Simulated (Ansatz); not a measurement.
One change: `[SiH3]/N=[CH]\[SnH3]` becomes `O/C=N/[SiH3]`.

Ansatz, PBE0-D4/def2-TZVP geometries, multiplicity 1. Each molecule was computed in one conformer, which needn't be the lowest.

Elements past krypton have def2 core potentials.

```
                                          property  `[SiH3]/N=[CH]\[SnH3]`
             HOMO–LUMO gap (B3LYP/def2-TZVPP) / eV                    4.72
             LUMO energy (ωB97M-V/def2-TZVPP) / eV                    0.70
size of the dipole moment (ωB97M-V/def2-TZVPP) / D                    0.88
                LUMO energy (PBE0/def2-TZVPP) / eV                   -1.41
           HOMO–LUMO gap (ωB97M-V/def2-TZVPP) / eV                    9.39
                 LUMO energy (PBE/def2-TZVPP) / eV                   -2.46
```

Give the same properties after the change, and the shifts. (Best estimate.)

Computed: 
```json
{"property": "HOMO–LUMO gap (B3LYP/def2-TZVPP) / eV", "`O/C=N/[SiH3]`": "7.19", "shift": "2.47"}
{"property": "LUMO energy (ωB97M-V/def2-TZVPP) / eV", "`O/C=N/[SiH3]`": "2.12", "shift": "1.42"}
{"property": "size of the dipole moment (ωB97M-V/def2-TZVPP) / D", "`O/C=N/[SiH3]`": "0.62", "shift": "-0.26"}
{"property": "LUMO energy (PBE0/def2-TZVPP) / eV", "`O/C=N/[SiH3]`": "-0.12", "shift": "1.29"}
{"property": "HOMO–LUMO gap (ωB97M-V/def2-TZVPP) / eV", "`O/C=N/[SiH3]`": "12.25", "shift": "2.86"}
{"property": "LUMO energy (PBE/def2-TZVPP) / eV", "`O/C=N/[SiH3]`": "-1.22", "shift": "1.24"}
```

With PBE0 the HOMO falls by 1.26 eV and the LUMO rises by 1.29 eV, so the gap widens by about 2.55 eV. PBE moves the HOMO by -1.02 eV and ωB97M-V by -1.43 eV. Dipoles are sizes alone; their direction can turn.

B3LYP here is the variant with VWN-RPA as its local correlation; programs differ in this.
